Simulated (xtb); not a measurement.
InF3, SMILES [F][In]([F])[F]. All values are semi-empirical tight-binding results from xtb (GFN2-xTB unless named), good for trends rather than for accurate numbers. Coordinates come from a GFN2-xTB optimisation. The isomer is the one that the SMILES or the coordinates give; other isomers of the formula were not compared.

For metal compounds this method's bond lengths and energies can be far off.

Computed properties:
```
Item                                           Result
-------------------------------------  --------------
point group as xtb finds it                       D3h
orbital gap                                   2.63 eV
zero-point energy                        1.8 kcal/mol
G − E(el) at 298.15 K (modified RRHO)  -17.2 kcal/mol
```
